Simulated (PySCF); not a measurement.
Work out the structure from these simulated measurements.

Formula: AsH6PSi.

| Item | Value |
| --- | --- |
| 1H NMR | chemical shifts (computed TMS as zero) by class: 4.74 (2 H), 1.98 (2 H), 1.82 (2 H) ppm [GIAO PBE0/pcSseg-1] |
| NMR, other nuclei | isotropic shieldings of nuclei other than C and H, by class: 400 (1 Si), 594 (1 P), 1946 (1 As) ppm [GIAO PBE0/pcSseg-1] |
| UV, strongest line | among the 10 lowest singlet transitions: S5 at 6.55 eV (189 nm, f = 0.265) [TDDFT PBE0/def2-SVPD] |
| Valence photoelectron | vertical ionisation energy: 9.40 eV [ΔSCF PBE0/def2-SVPD] |
| UV, first state | lowest singlet excitation: 6.17 eV (201 nm, f = 0.004) [TDDFT PBE0/def2-SVPD] |
| Triplet | lowest triplet excitation (Tamm–Dancoff): 5.30 eV [TDA PBE0/def2-SVPD] |
| Rotational structure | rotational constants A, B, C: 8.911, 1.432, 1.278 GHz [PBE0-D3(BJ)/def2-SVP] |
| XPS | Si2p3/2 106.7, P2p3/2 136.4, Si1s 1846.4, P1s 2149.9 eV [ΔSCF SCAN, pcX-2 on the ionised atom, pcseg-1 elsewhere, spin-free X2C, 2p3/2 from a spin–orbit splitting computed afterwards within the 2p shell] |
| Dipole | 1.05 D [PBE0/def2-SVPD] |
| Polarisability | 92.3 au [PBE0/def2-SVPD] |

Gas-phase values; electronic properties from PySCF, density fitting. Levels stand in brackets. One conformer (not necessarily the lowest) at the PBE0-D3(BJ)/def2-SVP geometry, without solvent, vibrations or thermal averaging. Relativistic effects, spin–orbit coupling among them, are left out (core-ionisation runs apart) although an element past zinc is present. NMR values are class means; diastereotopic atoms form classes of their own.

Q: What is the compound? Reason from the data.

A: Numbering: `[PH2:1][SiH2:2][AsH2:3]`. Hydrogen classes from least to most shielded: 2 H on an SiH2 silicon, Si2 (4.74 ppm, a mean of values up to 0.7 ppm apart in this geometry), 2 H on an arsenic bonded to Si and 2 H, As3 (1.98 ppm), 2 H on a three-coordinate phosphorus, P1 (1.82 ppm). The other shieldings belong to: 400 ppm, SiH2 silicon [Si2]; 594 ppm, three-coordinate phosphorus [P1]; 1946 ppm, arsenic bonded to Si and 2 H [As3]. The core levels belong to: Si2p3/2 106.7 eV, SiH2 silicon [Si2]; P2p3/2 136.4 eV, three-coordinate phosphorus [P1]; Si1s 1846.4 eV, SiH2 silicon [Si2]; P1s 2149.9 eV, three-coordinate phosphorus [P1]. No core level of As was computed. The first electron is taken from the HOMO, whose largest Löwdin shares are 0.60 on the arsenic bonded to Si and 2 H, 0.17 on the SiH2 silicon, 0.06 on an Si–H hydrogen and 0.06 on a hydrogen on arsenic. By its constants the optimised geometry is an asymmetric top. Structure: `P[SiH2][AsH2]`. The assignments are read from this structure; whether some other isomer fits the data as well wasn't checked. NMR values of atoms bound to As lack the spin–orbit term that these neighbours bring.

The values belong to the conformer `[PH2:1][SiH2:2][AsH2:3]`: H–P1–Si2–As3 -169°, H–P1–Si2–As3 -75°, H–As3–Si2–P1 167°, H–As3–Si2–P1 75°.
